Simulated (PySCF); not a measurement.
CH₁₀N₂Si₃, SMILES [SiH3][Si@@]1(NC[SiH2]1)N.

The structure is a stationary point at PBE0-D3(BJ)/def2-SVP. The structure was generated by enumeration; whether it is a known compound was not checked. Other conformers were not sampled.

Two levels are set side by side: TDA-PBE/def2-SVPD (PySCF) and TDA-LC-ωPBE/def2-SVPD (PySCF). Vertical, same geometry. The lowest singlet is HOMO→LUMO 93 % with PBE and HOMO→LUMO 67 %, HOMO→LUMO+1 15 % with the other functional; states are paired by order. Differences are taken from unrounded values.

```tsv
quantity	TDA-PBE
lowest singlet excitation (eV)	4.47
lowest triplet excitation (TDA) (eV)	4.10
```

Problem. These are the TDA-PBE values. What does TDA-LC-ωPBE give? (Estimate from the structure and the level; the computed values follow.)

Solution. 
```csv
quantity,TDA-LC-ωPBE,TDA-PBE minus TDA-LC-ωPBE
lowest singlet excitation (eV),5.76,-1.30
lowest triplet excitation (TDA) (eV),4.95,-0.85
```

Functionals without exact exchange tend to place singlet excitations lower, as here. Differences between two approximate levels are no errors against the true value.

Rough cost on one machine, each run with all the roots and properties that it gave: TDA-LC-ωPBE against TDA-PBE about 3 times.
